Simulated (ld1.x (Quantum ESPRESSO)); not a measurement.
# Which change was made? (C, TM)

C, norm-conserving Troullier–Martins (Kleinman–Bylander form), made with ld1.x (Quantum ESPRESSO) 7.5 (PBE, scalar-relativistic). Core [He], reference 2s2 2p1 (charge +1). Waves: 2s (bound): rc 0.85 bohr; 3d channel at -0.2 Ry: rc 1.90 bohr; 2p (bound): rc 2.15 bohr. Local part: the p channel. Core correction: none.

Cutoffs, loose and tight: the cutoffs (Ry, on a coarse ladder) from which the occupation-weighted sum of valence levels, in a spherical-Bessel basis at the reference potential, stays within 10 and 1 mRy of its value at 400 Ry. They do not see the model core or the augmentation charge, which bear on the density cutoff. Test errors are all-electron minus pseudo excitation energies from the reference, over the configurations 2s2 2p2; 2s2 2p0; 2s1 2p0; 2s2 2p2.3; 2s2 2p1.5; 2s1 2p2; 2s1 2p3; variants that change the core or the reference have their own tests.

The base gives: outcome: generated; cutoff, loose: 80 Ry; cutoff, tight: 200 Ry; bound ghosts: none; largest test error (meV): +433.

After one change the result is: outcome: generated; cutoff, loose: 35 Ry; cutoff, tight: 90 Ry; bound ghosts: none; largest test error (meV): +432. Which change was it?
A. all radii scaled by about 0.93 (s 0.80, p 2.00, d 1.76 bohr)
B. wave 2s (bound): rc 0.85 bohr becomes 2s (bound): rc 1.08 bohr
C. reference 2s2 2p2
D. type PAW; waves now 2s (bound): rcut 0.75, rcutus 0.85 bohr; 2s channel at -1.5 Ry: rcut 0.75, rcutus 0.85 bohr; 2p (bound): rcut 1.85, rcutus 2.15 bohr; 2p channel at 2.9 Ry: rcut 1.85, rcutus 2.15 bohr; 3d channel at -0.2 Ry: rcut 1.65, rcutus 1.90 bohr; local potential all-electron potential smoothed inside 1.95 bohr (lloc = -1); core correction a·sin(br)/r model core, default radius (ld1.x builds one for every PAW set, though the input has nlcc=.false.); augmentation PSQ, inside the norm-conserving radii

B. The others give: type PAW; waves now 2s (bound): rcut 0.75, rcutus 0.85 bohr; 2s channel at -1.5 Ry: rcut 0.75, rcutus 0.85 bohr; 2p (bound): rcut 1.85, rcutus 2.15 bohr; 2p channel at 2.9 Ry: rcut 1.85, rcutus 2.15 bohr; 3d channel at -0.2 Ry: rcut 1.65, rcutus 1.90 bohr; local potential all-electron potential smoothed inside 1.95 bohr (lloc = -1); core correction a·sin(br)/r model core, default radius (ld1.x builds one for every PAW set, though the input has nlcc=.false.); augmentation PSQ, inside the norm-conserving radii → outcome: generated; cutoff, loose: 45 Ry; cutoff, tight: 60 Ry; bound ghosts: none; largest test error (meV): test run stopped at test 1 of 7 (negative rho) | reference 2s2 2p2 → outcome: generated; cutoff, loose: 80 Ry; cutoff, tight: 180 Ry; bound ghosts: none; largest test error (meV): +728 | all radii scaled by about 0.93 (s 0.80, p 2.00, d 1.76 bohr) → outcome: generated; cutoff, loose: 100 Ry; cutoff, tight: 230 Ry; bound ghosts: none; largest test error (meV): +364.
